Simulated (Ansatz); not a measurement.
Calculation: B3LYP-D3(BJ)/def2-TZVP in Ansatz (a first-principles code). No frequencies were computed at this level.

Ansatz 0.2 input:
```yaml
crystal:
  periodic: [false, false, false]
  atoms:
    - { symbol: O, position_ang: [-2.270117, 0.497975, -0.389954] }
    - { symbol: C, position_ang: [-1.463288, -0.089924, 0.280752] }
    - { symbol: C, position_ang: [-0.227226, -0.722174, -0.217175] }
    - { symbol: Si, position_ang: [1.204364, 0.552464, -0.068035] }
    - { symbol: H, position_ang: [-1.587885, -0.157537, 1.381624] }
    - { symbol: H, position_ang: [0.01943, -1.605367, 0.367666] }
    - { symbol: H, position_ang: [-0.337527, -0.993425, -1.266007] }
    - { symbol: H, position_ang: [0.891935, 1.724061, -0.879408] }
    - { symbol: H, position_ang: [1.360996, 0.917205, 1.340744] }
    - { symbol: H, position_ang: [2.40932, -0.123277, -0.550206] }
basis:
  gaussian: { orbitals: def2-tzvp }
hamiltonian:
  xc: b3lyp
  dispersion: d3bj
relax:
  max_steps: 150
```

Output:

```
Functional definition: B3LYP
1036 factors; their error is unknown
mean field evaluation 1: about -12091.6013 eV, gradient 5.9e1 eV
mean field evaluation 2: about -12082.2711 eV, gradient 8.8e1 eV
mean field evaluation 4: about -12098.6393 eV, gradient 6.9e0 eV
mean field evaluation 8: about -12098.7367 eV, gradient 6.7e-2 eV
mean field evaluation 16: about -12098.7562 eV, gradient 9.0e-5 eV
mean field -12098.75620835 eV, -444.6210898253 hartree, gradient 3.1e-5 eV, S^2 0.000000; 0 other end points of the search recorded, 0 dependent functions left out
reference -12098.75647932 eV, -444.6210997833 hartree; 20, 20 occupied and 146, 146 virtual orbitals, 1036 factors
relax step   1: F+E_penalty+E_count = -12099.09635284 eV  Δ(F+E_penalty+E_count) = +0.000e0 eV  max|allowed force component| = 6.766e-1 eV/Å  Δτ_max = 0.0000 Å  (29 SCF iters, accepted)
these checks for a lower state are left out or cut short: starts, cluster_reference, orbital_swaps, neighbouring_geometries, increment
1036 factors; their error is unknown
mean field -12098.78354133 eV, -444.6220942938 hartree, gradient 1.2e-5 eV, S^2 0.000000; 0 other end points of the search recorded, 0 dependent functions left out
reference -12098.78381341 eV, -444.6221042927 hartree; 20, 20 occupied and 146, 146 virtual orbitals, 1036 factors
relax step   2: F+E_penalty+E_count = -12099.12116772 eV  Δ(F+E_penalty+E_count) = -2.481e-2 eV  max|allowed force component| = 3.164e-1 eV/Å  Δτ_max = 0.0481 Å  (33 SCF iters, accepted)
these checks for a lower state are left out or cut short: starts, cluster_reference, orbital_swaps, neighbouring_geometries, increment
1036 factors; their error is unknown
mean field evaluation 32: about -12098.7854 eV, gradient 1.2e-5 eV
mean field -12098.78543765 eV, -444.6221639823 hartree, gradient 1.2e-5 eV, S^2 0.000000; 0 other end points of the search recorded, 0 dependent functions left out
reference -12098.78571017 eV, -444.6221739972 hartree; 20, 20 occupied and 146, 146 virtual orbitals, 1036 factors
relax step   3: F+E_penalty+E_count = -12099.12243490 eV  Δ(F+E_penalty+E_count) = -1.267e-3 eV  max|allowed force component| = 2.701e-1 eV/Å  Δτ_max = 0.0257 Å  (33 SCF iters, accepted)
these checks for a lower state are left out or cut short: starts, cluster_reference, orbital_swaps, neighbouring_geometries, increment
1036 factors; their error is unknown
mean field -12098.78833870 eV, -444.6222705938 hartree, gradient 1.2e-5 eV, S^2 0.000000; 0 other end points of the search recorded, 0 dependent functions left out
reference -12098.78861119 eV, -444.6222806078 hartree; 20, 20 occupied and 146, 146 virtual orbitals, 1036 factors
relax step   4: F+E_penalty+E_count = -12099.12543665 eV  Δ(F+E_penalty+E_count) = -3.002e-3 eV  max|allowed force component| = 7.109e-2 eV/Å  Δτ_max = 0.0189 Å  (33 SCF iters, accepted)
these checks for a lower state are left out or cut short: starts, cluster_reference, orbital_swaps, neighbouring_geometries, increment
1036 factors; their error is unknown
mean field -12098.78914701 eV, -444.6223002989 hartree, gradient 1.2e-5 eV, S^2 0.000000; 0 other end points of the search recorded, 0 dependent functions left out
reference -12098.78941960 eV, -444.6223103163 hartree; 20, 20 occupied and 146, 146 virtual orbitals, 1036 factors
relax step   5: F+E_penalty+E_count = -12099.12603865 eV  Δ(F+E_penalty+E_count) = -6.020e-4 eV  max|allowed force component| = 2.341e-2 eV/Å  Δτ_max = 0.0174 Å  (32 SCF iters, accepted)
these checks for a lower state are left out or cut short: starts, cluster_reference, orbital_swaps, neighbouring_geometries, increment
1036 factors; their error is unknown
mean field -12098.78949344 eV, -444.6223130297 hartree, gradient 1.2e-5 eV, S^2 0.000000; 0 other end points of the search recorded, 0 dependent functions left out
reference -12098.78976608 eV, -444.6223230493 hartree; 20, 20 occupied and 146, 146 virtual orbitals, 1036 factors
relax step   6: F+E_penalty+E_count = -12099.12620987 eV  Δ(F+E_penalty+E_count) = -1.712e-4 eV  max|allowed force component| = 1.072e-2 eV/Å  Δτ_max = 0.0080 Å  (34 SCF iters, accepted)
these checks for a lower state are left out or cut short: starts, cluster_reference, orbital_swaps, neighbouring_geometries, increment
1036 factors; their error is unknown
mean field -12098.78910711 eV, -444.6222988324 hartree, gradient 1.2e-5 eV, S^2 0.000000; 0 other end points of the search recorded, 0 dependent functions left out
reference -12098.78937984 eV, -444.6223088551 hartree; 20, 20 occupied and 146, 146 virtual orbitals, 1036 factors
relax step   7: F+E_penalty+E_count = -12099.12576922 eV  Δ(F+E_penalty+E_count) = +4.406e-4 eV  max|allowed force component| = 6.459e-2 eV/Å  Δτ_max = 0.0129 Å  (33 SCF iters, rejected (line search))
these checks for a lower state are left out or cut short: starts, cluster_reference, orbital_swaps, neighbouring_geometries, increment
1036 factors; their error is unknown
mean field evaluation 64: about -12098.7897 eV, gradient 1.7e-4 eV
mean field -12098.78968202 eV, -444.6223199601 hartree, gradient 1.2e-5 eV, S^2 0.000000; 0 other end points of the search recorded, 0 dependent functions left out
reference -12098.78995470 eV, -444.6223299808 hartree; 20, 20 occupied and 146, 146 virtual orbitals, 1036 factors
relax step   8: F+E_penalty+E_count = -12099.12632718 eV  Δ(F+E_penalty+E_count) = -1.173e-4 eV  max|allowed force component| = 1.110e-2 eV/Å  Δτ_max = 0.0063 Å  (33 SCF iters, accepted)
these checks for a lower state are left out or cut short: starts, cluster_reference, orbital_swaps, neighbouring_geometries, increment
1036 factors; their error is unknown
mean field -12098.78984956 eV, -444.6223261170 hartree, gradient 1.2e-5 eV, S^2 0.000000; 0 other end points of the search recorded, 0 dependent functions left out
reference -12098.79012229 eV, -444.6223361396 hartree; 20, 20 occupied and 146, 146 virtual orbitals, 1036 factors
relax step   9: F+E_penalty+E_count = -12099.12641056 eV  Δ(F+E_penalty+E_count) = -8.338e-5 eV  max|allowed force component| = 1.484e-2 eV/Å  Δτ_max = 0.0147 Å  (33 SCF iters, accepted)
these checks for a lower state are left out or cut short: starts, cluster_reference, orbital_swaps, neighbouring_geometries, increment
1036 factors; their error is unknown
mean field -12098.78977583 eV, -444.6223234075 hartree, gradient 1.2e-5 eV, S^2 0.000000; 0 other end points of the search recorded, 0 dependent functions left out
reference -12098.79004854 eV, -444.6223334294 hartree; 20, 20 occupied and 146, 146 virtual orbitals, 1036 factors
relax step  10: F+E_penalty+E_count = -12099.12633499 eV  Δ(F+E_penalty+E_count) = +7.556e-5 eV  max|allowed force component| = 5.154e-2 eV/Å  Δτ_max = 0.0085 Å  (34 SCF iters, rejected (line search))
these checks for a lower state are left out or cut short: starts, cluster_reference, orbital_swaps, neighbouring_geometries, increment
1036 factors; their error is unknown
mean field -12098.78986104 eV, -444.6223265387 hartree, gradient 1.2e-5 eV, S^2 0.000000; 0 other end points of the search recorded, 0 dependent functions left out
reference -12098.79013374 eV, -444.6223365606 hartree; 20, 20 occupied and 146, 146 virtual orbitals, 1036 factors
relax step  11: F+E_penalty+E_count = -12099.12644246 eV  Δ(F+E_penalty+E_count) = -3.190e-5 eV  max|allowed force component| = 1.034e-2 eV/Å  Δτ_max = 0.0041 Å  (34 SCF iters, accepted)
these checks for a lower state are left out or cut short: starts, cluster_reference, orbital_swaps, neighbouring_geometries, increment
1036 factors; their error is unknown
mean field -12098.78987530 eV, -444.6223270631 hartree, gradient 1.2e-5 eV, S^2 0.000000; 0 other end points of the search recorded, 0 dependent functions left out
reference -12098.79014800 eV, -444.6223370844 hartree; 20, 20 occupied and 146, 146 virtual orbitals, 1036 factors
relax step  12: F+E_penalty+E_count = -12099.12645518 eV  Δ(F+E_penalty+E_count) = -1.272e-5 eV  max|allowed force component| = 2.958e-3 eV/Å  Δτ_max = 0.0041 Å  (34 SCF iters, accepted)
1036 factors; their error is unknown
mean field evaluation 96: about -12098.7727 eV, gradient 3.9e-1 eV
mean field -12098.78987530 eV, -444.6223270631 hartree, gradient 1.2e-5 eV, S^2 0.000000; 1 other end points of the search recorded, 0 dependent functions left out
reference -12098.79014800 eV, -444.6223370844 hartree; 20, 20 occupied and 146, 146 virtual orbitals, 1036 factors
Total energy: -12099.12672787 eV, -444.6347061667 hartree
Atom 0 at    -2.345519     0.426922    -0.371260 Å, force    -0.001611     0.000938     0.001518 eV/Å
Atom 1 at    -1.497241    -0.101767     0.302110 Å, force     0.002420     0.001774    -0.002320 eV/Å
Atom 2 at    -0.232623    -0.690249    -0.231144 Å, force    -0.000660    -0.002958     0.001394 eV/Å
Atom 3 at     1.217074     0.529304    -0.072542 Å, force    -0.000297     0.001914    -0.000112 eV/Å
Atom 4 at    -1.607960    -0.151316     1.406436 Å, force    -0.001248    -0.000544     0.000392 eV/Å
Atom 5 at     0.035934    -1.584399     0.338339 Å, force     0.001368     0.000233    -0.001733 eV/Å
Atom 6 at    -0.353738    -0.943467    -1.285812 Å, force     0.000232    -0.000460     0.000533 eV/Å
Atom 7 at     0.961200     1.720331    -0.909369 Å, force    -0.000277     0.000235    -0.000767 eV/Å
Atom 8 at     1.367230     0.941462     1.342120 Å, force    -0.000219     0.000194     0.000740 eV/Å
Atom 9 at     2.455645    -0.146820    -0.518876 Å, force     0.000291    -0.001326     0.000355 eV/Å
Dipole moment:     0.461677    -0.301532     0.197597 e Å
```

Cost: very roughly 27 core-seconds.
